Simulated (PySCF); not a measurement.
Computed shifts of a molecule C4H6ClF, PBE/pcSseg-1 in PySCF, GIAO, gas phase, atoms alike by connectivity averaged where their shifts nearly agree, in ppm (number of nuclei): ¹⁹F: -134.0 (1). ¹³C: 162.8 (1), 113.8 (1), 53.2 (1), 36.2 (1). ¹H: 7.40 (1), 5.66 (1), 4.08 (1), 3.98 (1), 2.91 (1), 2.74 (1). References: ¹⁹F against CFCl3 (σ = 133.6 ppm); ¹³C against TMS (σ = 182.0 ppm); ³⁵Cl against HCl (σ = 936.5 ppm); ¹H against TMS (σ = 31.49 ppm), references at their B3LYP-D3(BJ)/def2-TZVP geometries, non-relativistic (without spin–orbit terms, shifts of atoms bonded to Cl or Br come out too high). Coordinates come from a r2SCAN-D4/def2-SVP optimisation. One conformer was computed; it need not be the lowest.

Question: Which molecule gave these data?
A. C[C@@H]1[C@H](F)[C@@H]1Cl
B. F/C=C/CCCl
C. FC1(Cl)CCC1
D. F[C@H]1C[C@@H](Cl)C1

Answer: B, F/C=C/CCCl
